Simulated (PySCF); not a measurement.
Species: C7H9FN (charge -1).
Bonds: C1–C2, C2–C3, C3–C4, C4–C5 (aromatic), C5–N6 (aromatic), N6–C7 (aromatic), C7–C8 (aromatic), C8–F9, C4–C8 (aromatic). Hydrogens: H10, H11, H12 on C1; H13, H14 on C2; H15, H16 on C3; H17 on C5; H18 on C7.

The geometry is computed with GFN2-xTB (gas phase).

(1) Give the optimised bond lengths and angles.

## Answers

(1) 
| bond | length (Å) | order |
| --- | --- | --- |
| C1–C2 | 1.523 | single |
| C2–C3 | 1.536 | single |
| C3–C4 | 1.496 | single |
| C4–C5 | 1.390 | aromatic |
| C5–N6 | 1.345 | aromatic |
| N6–C7 | 1.351 | aromatic |
| C7–C8 | 1.377 | aromatic |
| C8–F9 | 1.391 | single |
| C4–C8 | 1.403 | aromatic |
| C1–H10, C1–H11, C1–H12 | 1.089 | single |
| C2–H13, C2–H14 | 1.095 | single |
| C3–H15, C3–H16 | 1.097 | single |
| C5–H17 | 1.082 | single |
| C7–H18 | 1.080 | single |

Bonds in one row agree within 0.01 Å and their mean is given. Orders are formal, as drawn. A selection of angles:
| angle | degrees |
| --- | --- |
| C1–C2–C3 | 111.3 |
| C2–C3–C4 | 112.3 |
| C3–C4–C5 | 129.0 |
| C3–C4–C8 | 127.8 |
| C5–C4–C8 | 103.2 |
| C4–C5–N6 | 112.8 |
| C5–N6–C7 | 105.7 |
| N6–C7–C8 | 110.1 |
| C7–C8–F9 | 126.4 |
| C4–C8–C7 | 108.1 |
| C4–C8–F9 | 125.5 |

Torsions: C1–C2–C3–C4 62° (synclinal); C2–C3–C4–C5 72° (synclinal). The mirror-image conformer, all signs reversed, is as good.

The 5-membered ring C4–C5–N6–C7–C8 has internal angles of 103.2° to 112.8°; it is planar, 0.00 Å rms from its mean plane, widest ring torsion 0°. C7 (aromatic CH next to a ring nitrogen) is planar (angles 128.6°, 121.3° and 110.1°, sum 360.0°, 0.00 Å off the plane of its three neighbours). C5 (aromatic CH next to a ring nitrogen) is planar (angles 127.0°, 120.1° and 112.8°, sum 360.0°, 0.00 Å off the plane of its three neighbours). C8 (aromatic C–F carbon) is planar (angles 126.4°, 125.5° and 108.1°, sum 360.0°, 0.00 Å off the plane of its three neighbours). Of the pairs four or more bonds apart, C4···H10 is among the closest relative to their van der Waals radii: 2.63 Å, 91 % of the sum of Bondi's values. The C–C distances run from 1.377 Å (C7–C8, aromatic) to 1.536 Å (C2–C3, drawn single), a spread of 0.159 Å. C4 (substituted aromatic carbon) is planar (angles 129.0°, 127.8° and 103.2°, sum 360.0°, 0.01 Å off the plane of its three neighbours).

Point group: C1 (no symmetry element, even within 0.4 Å). No frequency check.
